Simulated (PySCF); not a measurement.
## A computed series [M(H2O)3]3+

Computed with PySCF 2.14.0, TPSS, def2-SVP on the ligands, density fitting, scalar-relativistic core potentials, no spin-orbit coupling, vacuum. Each member is relaxed from one template within its symmetry. Distances are means of the shortest metal–ligand contacts, charges and spins Mulliken's; removal energies are rigid, with the ligand's formal charge and no counterpoise, so too large; for an anion taken off a cation in vacuum most of it is the attraction of opposite charges, and multiply charged cations can part far more cheaply with an electron moved from ligand to metal. lcecp potentials hold a fixed number of 4f electrons in the core, out of states, spins and gaps.

Q: Order these by the M–H2O distance, lowest first.
A. Er, lcecp-1-SVP with ECP57
B. Eu, lcecp-1-SVP with ECP52
C. Gd, lcecp-1-SVP with ECP53

A: A (2.229), C (2.285), B (2.299).

Q: What else do they give?

A: 
```json
{"metal": "Eu", "basis on the metal": "lcecp-1-SVP with ECP52", "point group": "D3", "M–H2O (Å)": "2.299", "charge on M (e)": "1.91", "removal of one H2O (eV)": "3.72", "unstable modes (below −25 cm⁻¹)": "not given"}
{"metal": "Gd", "basis on the metal": "lcecp-1-SVP with ECP53", "point group": "D3", "M–H2O (Å)": "2.285", "charge on M (e)": "1.91", "removal of one H2O (eV)": "3.77", "unstable modes (below −25 cm⁻¹)": "not given"}
{"metal": "Er", "basis on the metal": "lcecp-1-SVP with ECP57", "point group": "D3", "M–H2O (Å)": "2.229", "charge on M (e)": "1.87", "removal of one H2O (eV)": "3.96", "unstable modes (below −25 cm⁻¹)": "not given"}
```

From Eu to Er the M–H2O distance shrinks by 0.07 Å, the lanthanide contraction, and the energy to remove one H2O rises by 0.24 eV.

Moved off a saddle point of the template and relaxed again: Eu, Gd, Er. One start shape was tried for each, so a minimum needn't be the lowest isomer.
